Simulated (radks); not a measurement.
Valence configurations of neutral iridium (all share [Xe]). Method: Dirac Kohn-Sham, LDA (Slater exchange, Perdew-Wang correlation), spin-unpolarised, spherical densities, finite nucleus; open shells fill j = l - 1/2 first; Fermi nuclear charge, rms radius 5.4032 fm; computed with a radial shooting solver on a logarithmic mesh with Libxc functionals. Energies are relative to 4f14 5d7 6s2; eigenvalues in eV.

valence	E (eV)	e(4f5/2)	e(4f7/2)	e(5d3/2)	e(5d5/2)	e(6p1/2)
4f14 5d7 6s2	0.000	-63.799	-60.676	-7.972	-6.747	-
4f14 5d9	1.312	-59.196	-56.074	-4.823	-3.750	-
4f14 5d6.5 6s2 6p0.5	2.709	-65.924	-62.800	-9.602	-8.325	-2.414
4f14 5d7 6s1 6p1	4.840	-65.272	-62.149	-9.351	-8.104	-2.583
4f14 5d6 6s2 6p1	5.919	-68.069	-64.945	-11.207	-9.880	-2.949
4f13.5 5d7 6s2 6p0.5	31.121	-71.265	-68.087	-10.247	-8.897	-2.416
4f13 5d8 6s2	58.658	-74.457	-71.225	-9.141	-7.771	-
4f13 5d8 6s1 6p1	63.606	-75.978	-72.746	-10.581	-9.191	-2.582
4f13 5d7 6s2 6p1	65.718	-78.963	-75.730	-12.601	-11.128	-2.971
4f13 5d6 6s2 6p2	74.995	-83.516	-80.281	-15.951	-14.377	-3.971

NIST lists [Xe] 4f14 5d7 6s2 as the ground configuration; this level of theory agrees among the configurations tried. The energies are those of spherical spin-averaged densities, not of single terms.
